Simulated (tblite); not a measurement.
Species: C5H7N2O (doublet state).
Cartesian coordinates in Å at the GFN2-xTB level; atoms count from 1:
```
atom  x, y, z in Å
C1    -2.3335    0.1339   -0.1683
C2    -1.0561   -0.4999    0.1624
C3     0.1140    0.5551    0.2282
C4     0.3155    1.1624   -1.0553
N5     0.5027    1.6074   -2.0935
C6     1.3769   -0.1689    0.7201
N7     2.1085   -0.7388   -0.2595
O8     1.6358   -0.2684    1.8941
H9    -2.8830    0.6649    0.5849
H10   -2.6496    0.2263   -1.1888
H11   -1.0902   -0.9624    1.1523
H12   -0.7843   -1.2537   -0.5797
H13   -0.1513    1.3208    0.9635
H14    1.9315   -0.5557   -1.2327
H15    2.9588   -1.2151   -0.0060
```

Method: GFN2-xTB as coded in tblite; computed harmonic values from a numerical Hessian at the method's own geometry, unscaled. Against measured fundamentals such values can be off by several per cent, at times by over 20. One conformer, not necessarily the lowest. Open shells enter through the occupations alone, without spin polarisation, and single modes of such species can be off by tens of per cent.

Harmonic wavenumbers (cm⁻¹): 35.1, 79.9, 117.9, 144.3, 159.2, 202.5, 304.7, 375.0, 401.4, 482.0, 521.1, 544.2, 570.0, 587.4, 674.4, 800.0, 859.8, 905.0, 1002.3, 1033.4, 1066.3, 1133.0, 1172.3, 1199.6, 1264.8, 1272.6, 1286.0, 1396.4, 1451.4, 1465.2, 1780.2, 2389.6, 2954.5, 2959.8, 2978.2, 3136.5, 3180.1, 3460.7, 3527.4.

A = 2682, B = 1753, C = 1230 MHz; mass 111.056 u (most abundant isotopes); point group C1, symmetry number 1; spin multiplicity 2.

Problem. Zero-point energy?

Solution. Half the sum of the wavenumbers: 24437 cm⁻¹ = 69.87 kcal/mol.

Problem. Entropy at 273.15 K, 1 bar (ideal gas, RRHO, classical rotation)?

Solution. Translation 39.62, rotation 28.15, vibration 25.31, spin (R ln 2) 1.38: S = 94.5 cal/(mol K).

Problem. And Cp and H(273.15 K) − H(0)?

Solution. Cp = 33.02 cal/(mol K), of which vibrations give 25.07 (their classical limit is 39 R = 77.5); H(273.15 K) − H(0) = 5.76 kcal/mol without the zero-point energy, 3.58 from vibrations.

Problem. Which modes carry the vibrational entropy at 273.15 K?

Solution. 35.1 cm⁻¹: 5.34; 79.9 cm⁻¹: 3.72; 117.9 cm⁻¹: 2.97; 144.3 cm⁻¹: 2.58; 159.2 cm⁻¹: 2.39; 202.5 cm⁻¹: 1.95 cal/(mol K); the other 33 give 6.35 together.

Problem. How do the functions run with temperature in this model?

Solution. 
```csv
T (K),S (cal/(mol K)),Cp (cal/(mol K)),H − H(0) (kcal/mol),G − H(0) (kcal/mol),ln q(vib)
50,59.0,13.1,0.51,-2.45,0.62
100,69.8,18.2,1.30,-5.68,1.83
298.15,97.4,35.0,6.61,-22.44,6.73
373.15,105.9,40.6,9.44,-30.07,8.51
500,118.9,48.4,15.11,-44.35,11.42
750,140.7,58.9,28.62,-76.89,16.75
1000,158.6,65.8,44.27,-114.37,21.57
```

q(vib) and H(0) count from the zero-point level.

Hindered rotation and anharmonicity are outside this model. Other conformers, if any are populated, would add a mixing term that is left out. The structure is chiral; the term R ln 2 for an equal mix with its mirror image is left out.
